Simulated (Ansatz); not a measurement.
Two structures of CH9NSn, singlet, reached by relaxing down either side of one saddle point (PBE0-D4/def2-TZVP). Energies are electronic, without zero-point energy. Computed with Ansatz 0.2.0 (basis: def2-TZVPP and def2-QZVPP); correlated methods freeze the cores. Filled d shells of the heavier atoms are correlated. Core potentials replace the inner electrons of the atoms past krypton. The def2 sets are not built for correlating such inner shells, so the correlated values are less sure here. Extrapolation: Hartree–Fock as exp(−7.88 √X), correlation as X^−2.97. First:

```tsv
atom	x (Å)	y (Å)	z (Å)
Sn1	-1.7262	-0.3638	0.3603
N2	-0.1284	-1.0337	1.4280
H3	-1.4896	-0.9175	-1.2333
H4	-1.6815	1.3360	0.4670
H5	-3.2242	-0.9452	0.9640
H6	1.5088	0.3185	-0.2826
C7	1.6911	0.9411	-1.1594
H8	-0.0489	-2.0431	1.4215
H9	-0.1574	-0.7447	2.3980
H10	1.1161	1.8644	-1.0796
H11	2.7519	1.1835	-1.2249
H12	1.3883	0.4045	-2.0590
```

Second:

Sn1  (-1.238, 0.241, -0.667)
N2  (0.641, -0.831, 1.786)
H3  (-2.384, 0.766, -1.842)
H4  (-1.612, 1.063, 0.784)
H5  (-1.471, -1.441, -0.474)
H6  (1.558, -1.259, 1.766)
C7  (0.714, 0.717, -1.395)
H8  (-0.011, -1.540, 2.100)
H9  (0.661, -0.109, 2.497)
H10  (0.798, 1.791, -1.559)
H11  (1.449, 0.400, -0.658)
H12  (0.895, 0.202, -2.338)
(Å)

Question: Which bonds change from the first to the second?

Answer: SnNH₅ ([NH2][SnH3]) + CH₄ → CH₆Sn ([CH3][SnH3]) + NH₃; bonds formed: Sn1–C7, N2–H6; bonds broken: Sn1–N2, H6–C7.

Question: Give the saddle point's structure and its height above each. (To be estimated.)

Answer: Computed: 212.2 kJ/mol above the first and 208.8 kJ/mol above the second (CCSD(T) at an estimated basis limit (MP2 extrapolated from triple and quadruple zeta, plus CCSD(T) − MP2 in triple zeta)).
```xyz
12
angstrom
Sn -1.3297 0.0198 -0.0085
N 0.2768 -0.8810 1.1707
H -1.4947 -0.4818 -1.6281
H -1.5355 1.6648 0.3754
H -2.5823 -0.8255 0.8520
H 0.8619 -0.2298 0.3566
C 1.0945 0.6609 -0.8857
H 0.3790 -1.8892 1.1088
H 0.3479 -0.6028 2.1447
H 0.5815 1.5080 -1.3528
H 2.0091 1.0776 -0.4433
H 1.3916 -0.0208 -1.6898
```

The T1 diagnostic stays at or below 0.013.

Labels in which every atom is bracketed show which atoms are joined, not bond orders.

For scale, one of the runs: CCSD(T)/def2-TZVPP, 238 basis functions, launched by `ansatz run in.yaml --threads 4 --pin off --events-out ev --progress --plain --max-ram 9574MiB`. Time: 2.4 min of wall clock on 4 CPU threads of an Arm Neoverse V2; the host was shared. Peak host memory: 5 GiB.
